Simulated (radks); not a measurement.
The krypton ion Kr+, 35 electrons, occupied as [Ar] 3d10 4s2 4p5 (the NIST ground configuration).

Method: Dirac Kohn-Sham, PBE, spin-unpolarised, spherical densities, point nucleus; open shells fill j = l - 1/2 first; computed with a radial shooting solver on a logarithmic mesh with Libxc functionals.

Energy parts (eV):
part                       energy
total                  -75918.763
kinetic                 77964.907
electron-nucleus      -183040.734
Hartree                 31775.786
exchange-correlation    -2618.722

Orbitals (lengths in bohr, moments of r in powers of bohr; <r^-3> diverges for s and p1/2):
orbital	occ.	eigenvalue (eV)	<r^-3>
1s1/2	2	-14165.45	-
2s1/2	2	-1875.444	-
2p1/2	2	-1695.941	-
2p3/2	4	-1642.109	1428
3s1/2	2	-275.7009	-
3p1/2	2	-212.3187	-
3p3/2	4	-204.4005	212.1
3d3/2	4	-93.9763	27.61
3d5/2	6	-92.6729	26.65
4s1/2	2	-33.9373	-
4p1/2	2	-20.0024	-
4p3/2	3	-19.2859	19.24

The highest occupied level is 4p3/2 at -19.286 eV. The density falls to 0.001 e/bohr^3 at r = 3.73 bohr.

Run on one thread of a shared host, so times are rough (Arm Neoverse V2): 0.1 s of CPU time, 0.1 s wall, 14 iterations on 2546 mesh points.
